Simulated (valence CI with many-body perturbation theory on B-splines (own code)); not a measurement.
# Energy levels of Rb VII

Computed by relativistic CI+MBPT: three valence electrons over a frozen Dirac-Fock core [Ar] 3d10, radial functions for each j: 11 s, 11 p, 10 d, 8 f, 5 g, 2 h, with the one-electron correlation potential Σ1 (screened to all orders), the two-electron term Σ2, the three-electron term Σ3, Breit, model QED; selected single and double excitations, second order for the rest, scaled by the run's own slope (own B-spline code, finite nucleus).

Against 19 measured levels this calculation errs by 135 cm⁻¹ on average and by 327 at most. These come from a selection out of Sansonetti, J. Phys. Chem. Ref. Data 35, 301 (2006). Levels without a partner in it may be off by more.

Levels 136 to 173 of 173, with energies above the lowest level, 4s2 4p 2P°_1/2. "Leading %" is the weight of the configuration and term that name the level; weights of strongly mixed levels are sums over their largest components and can fall short. Lifetimes count E1, E2, E3, M1 and M2 decay at the calculated energies, and are blank where another channel may lead or the interval is too uncertain; long ones can be off by a factor of two.

```
No.  Configuration  Term     J  E (cm⁻¹)  Leading %  Lifetime   Second component      g
136       4s 4p 5d   2D°   3/2    624900         41    213 ps  33 % 4s 4p 5d 4F°  0.791
137       4s 4p 4f    2F   5/2    625260         64   35.6 ps     16 % 4s 4d2 2F  0.883
138       4s 4p 5d   2F°   5/2    626440         28    222 ps  20 % 4s 4p 5d 4D°  1.145
139       4s 4p 4f    2G   9/2    626620         68   32.4 ps     15 % 4s 4d2 2G  1.113
140       4s 4p 4f    2F   7/2    626840         49   34.4 ps     14 % 4s 4d2 2F  1.093
141         4s 4d2    4F   3/2    628370         91   17.3 ps    6 % 4s 4p 4f 4F  0.401
142         4s 4d2    4F   5/2    628870         91   17.5 ps    6 % 4s 4p 4f 4F  1.029
143         4s 4d2    4F   7/2    629550         91   17.7 ps    6 % 4s 4p 4f 4F  1.238
144       4s 4p 5d   4F°   7/2    629890         49    235 ps  48 % 4s 4p 5d 4D°  1.334
145         4s 4d2    4F   9/2    630380         91   18.0 ps    6 % 4s 4p 4f 4F  1.333
146       4s 4p 5d   4F°   9/2    631020         98    223 ps                     1.334
147       4s 4p 5d   4P°   5/2    631320         35    224 ps  24 % 4s 4p 5d 4D°  1.284
148       4s 4p 5d   4P°   3/2    633050         73    226 ps  15 % 4s 4p 5d 4D°  1.601
149       4s 4p 5d   2F°   5/2    633090         38    226 ps  29 % 4s 4p 5d 4P°  1.192
150         4s2 7p   2P°   1/2    633140         96    312 ps                     0.671
151         4s2 7p   2P°   3/2    634040         90    308 ps   5 % 4s 4p 5d 4P°  1.351
152       4s 4p 5d   4P°   1/2    634150         93    224 ps                     2.549
153       4s 4p 5d   2F°   7/2    636230         82    232 ps    11 % 4s2 6f 2F°  1.151
154         4s 4d2    4P   1/2    636930         98   20.1 ps                     2.669
155         4s 4d2    4P   3/2    637250         98   20.3 ps                     1.734
156       4s 4p 5d   2P°   3/2    637310         76    214 ps   9 % 4s 4p 5d 2D°  1.308
157         4s 4d2    4P   5/2    637710         97   20.5 ps                     1.599
158       4s 4p 5d   2P°   1/2    639970         92    217 ps                     0.680
159         4s2 6f   2F°   5/2    640710         93    509 ps                     0.858
160         4s2 6f   2F°   7/2    641200         83    420 ps  13 % 4s 4p 5d 2F°  1.143
161       4s 4p 4f    2D   5/2    644110         40   20.0 ps     26 % 4p2 4d 2D  1.193
162       4s 4p 4f    2D   3/2    646620         34   19.5 ps     29 % 4p2 4d 2D  0.800
163         4s2 6g    2G   7/2    647820         86   67.6 ps      9 % 4s 4d2 2G  0.889
164         4s2 6g    2G   9/2    647980         85   63.8 ps     10 % 4s 4d2 2G  1.111
165         4s2 6h   2H°   9/2    648540         97    255 ps                     0.909
166         4s2 6h   2H°  11/2    648540         97    255 ps                     1.091
167         4p2 5s    4P   1/2    650790         86   43.2 ps      7 % 4p2 5s 2P  2.485
168         4p2 5s    4P   3/2    655730         90   45.8 ps                     1.683
169         4p2 5s    2D   5/2    657430         46   46.7 ps     44 % 4p2 5s 4P  1.380
170       4s 4p 6s   4P°   1/2    657890         89   59.5 ps   9 % 4s 4p 6s 2P°  2.484
171         4s2 7d    2D   3/2    658420         77   88.7 ps      9 % 4s 4d2 2D  0.801
172         4s2 7d    2D   5/2    658530         79   96.0 ps      9 % 4s 4d2 2D  1.201
173         4p2 5s    2D   3/2    659250         57   36.6 ps     22 % 4p2 5s 2P  0.948
```

Names give the largest LS component (configuration and term), which can be under half, so a name can repeat, a term be missing and a line seem to break the LS rules; names also repeat where a configuration has a term twice.

Where two levels of one J and parity lie close, their mixing, g and order are uncertain.
